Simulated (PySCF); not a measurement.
Z-matrix (Å, degrees):
```
W
C 1 2.1764
H 2 1.1040 1 110.75
H 2 1.1046 3 110.17 1 126.02
H 2 1.1115 3 109.11 4 119.95
C 1 2.1764 2 73.68 3 169.41
H 6 1.1039 1 110.75 2 169.40
H 6 1.1046 7 110.17 1 126.02
H 6 1.1114 7 109.11 8 119.95
Cl 1 2.3293 2 117.74 3 -119.06
Cl 1 2.3294 2 82.05 3 47.36
Cl 1 2.3371 2 140.39 3 115.96
Cl 1 2.3371 2 81.50 3 -41.78
```
Charge 0, multiplicity 1.

### Question
What HOMO–LUMO gap, dipole moment, LUMO, charge on the central atom (Mulliken), HOMO and total energy does TPSSh-D3(BJ)/def2-TZVP // PBE-D3(BJ)/def2-SVP in PySCF 2.14.0 give?

### Answer

```json
{
 "HOMO–LUMO gap": "2.82 eV",
 "dipole_moment": "2.41 D",
 "LUMO": "-4.90 eV",
 "charge on the central atom (Mulliken)": "1.02 e",
 "HOMO": "-7.72 eV",
 "total_energy": "-1988.0487 Ha"
}
```
